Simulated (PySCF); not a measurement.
Job for PySCF: R-BP86/LANL2DZ on FHOSe (SMILES O[Se]F), a point of a bond scan (R = 1.771 Å).

```python
from pyscf import gto, scf, dft, mp
from pyscf.data.elements import chemcore

mol = gto.M(
    atom='''
    Se    0.08590456    0.00792344    0.39476160
    F    -0.01164074    1.33657860   -0.77191368
    O    -0.20677654   -1.35411437   -0.70776950
    H    -1.16177610   -1.46568956   -0.81251515
    ''',
    basis='lanl2dz',
    ecp={'Se': 'lanl2dz'},
    charge=0, spin=0, verbose=3, max_memory=1800)
mf = dft.RKS(mol, xc='b88,p86')
mf.conv_tol = 1e-8
mf.max_cycle = 100
mf.kernel()
if not mf.converged:
    mf = mf.newton().run(mf.mo_coeff, mf.mo_occ)
```

Output:

```
converged SCF energy = -184.875404036113
```

The calculation finished and met its thresholds.

Cost: about 4 core-seconds (a rough figure).
